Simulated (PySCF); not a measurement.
Several molecules and their computed UV-vis stick spectra, shuffled. Theory: TDDFT B3LYP/def2-SVPD, vertical, gas phase, core orbitals frozen in the response (PySCF 2.14.0, density-fitted response routines). Geometries: PBE0-D3(BJ)/def2-SVP; one conformer of each isolated species. Triplets are in the Tamm–Dancoff approximation. Relativistic effects are left out although some hold elements past zinc.

A. `C[C@@]1(Br)C[C@H]2C[C@H]21`
B. `CO[C@@](C(=O)N)(C)CCC`
C. `[OH][Ge]([Cl])([Cl])[Cl]`
D. `ClC(Cl)C1=CC=CC1`

Lowest singlet levels (six at most, fewer where fewer were computed) with oscillator strengths:

1. 212 nm (f 0.000); 210 nm (f 0.001); 203 nm (f 0.017); 189 nm (f 0.043); 189 nm (f 0.040); 188 nm (f 0.033); T1 5.46 eV
2. 218 nm (f 0.001); 214 nm (f 0.002); 197 nm (f 0.003); 177 nm (f 0.047); 176 nm (f 0.109); 174 nm (f 0.040)
3. 229 nm (f 0.002); 198 nm (f 0.013); 183 nm (f 0.004); 180 nm (f 0.024); 177 nm (f 0.009); 175 nm (f 0.028); T1 4.97 eV
4. 269 nm (f 0.192); 237 nm (f 0.003); 209 nm (f 0.002); 208 nm (f 0.000); 202 nm (f 0.000); 200 nm (f 0.005); T1 2.89 eV

**Question.** Match each spectrum to its molecule.

**Answer.** 1 = C, 2 = A, 3 = B, 4 = D.
- A: S1 at 5.70 eV, HOMO→LUMO (98%); Löwdin shares by element: HOMO bromine 57%, carbon 25% or more (atoms not listed hold the other 18%); LUMO bromine 52%, carbon 26% or more (atoms not listed hold the other 22%); HOMO -7.35 and LUMO -0.49 eV.
- B: S1 at 5.41 eV, HOMO→LUMO (72%), HOMO→LUMO+1 (23%); Löwdin shares by element: HOMO oxygen 65%, carbon 18% or more (atoms not listed hold the other 17%); LUMO carbon 26% or more, oxygen 18% or more, nitrogen 13%, hydrogen 6% or more (atoms not listed hold the other 37%); HOMO -6.79 and LUMO 0.19 eV.
- C: S1 at 5.84 eV, HOMO→LUMO (99%); Löwdin shares by element: HOMO chlorine 99%; LUMO chlorine 65%, germanium 23%; HOMO -9.30 and LUMO -2.35 eV; point group Cs, 1 of its 6 listed states under f = 0.0005.
- D: S1 at 4.62 eV, HOMO→LUMO (98%); Löwdin shares by element: HOMO carbon 80% or more (atoms not listed hold the other 20%); LUMO carbon 64% or more (atoms not listed hold the other 36%); HOMO -6.58 and LUMO -1.61 eV; point group Cs, 2 of its 6 listed states under f = 0.0005.
A and C have S1 within 0.14 eV of each other; their strongest listed levels stand at 7.04 eV (f 0.109) and 6.55 eV (f 0.043).
